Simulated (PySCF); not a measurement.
# The third ionisation energy along the third row

All values are computed (PySCF 2.14, energy differences of UHF-based or UKS calculations, no spin-orbit coupling). Values in eV. The last column holds reference values (NIST; (s) semi-empirical, (t) theoretical, else measured). Unmarked ones compare directly (S terms, centres of terms, or small fine structure); those marked * lie between the lowest fine-structure levels and include a spin-orbit shift.

| element | configurations | MP2 (valence) | SCS-MP2 (valence) | CCSD (valence) | CCSD(T) (valence) | LDA | r2SCAN | reference |
| --- | --- | --- | --- | --- | --- | --- | --- | --- |
| Al (aug-cc-pV(Q+d)Z, non-relativistic) | [Ne] 3s1 → [Ne] | n/a | n/a | n/a | n/a | 28.831 | 28.378 | 28.448 |
| Si (aug-cc-pV(Q+d)Z, non-relativistic) | [Ne] 3s2 → [Ne] 3s1 | 32.863 | 33.044 | 33.196 | 33.196 | 33.534 | 32.870 | 33.493 |
| P (aug-cc-pV(Q+d)Z, non-relativistic) | [Ne] 3s2 3p1 → [Ne] 3s2 | 29.916 | 29.910 | 30.030 | 30.061 | 30.209 | 30.381 | 30.203 * |
| S (aug-cc-pV(Q+d)Z, non-relativistic) | [Ne] 3s2 3p2 → [Ne] 3s2 3p1 | 34.682 | 34.587 | 34.714 | 34.752 | 34.885 | 35.031 | 34.86 ± 0.04 (s) * |
| Cl (aug-cc-pV(Q+d)Z, non-relativistic) | [Ne] 3s2 3p3 → [Ne] 3s2 3p2 | 39.664 | 39.463 | 39.582 | 39.625 | 39.676 | 39.847 | 39.8 ± 0.11 (s) * |
| Ar (aug-cc-pV(Q+d)Z, non-relativistic) | [Ne] 3s2 3p4 → [Ne] 3s2 3p3 | 40.340 | 40.454 | 40.462 | 40.495 | 40.861 | 40.702 | 40.735 ± 0.012 (s) * |

"Valence" correlates the outer s and p shells and, in groups 3 to 12 and the f block, the outer d or f shell, open or full, or the next shell where the ion has no valence electron left; the wider scheme adds the next inner shell.
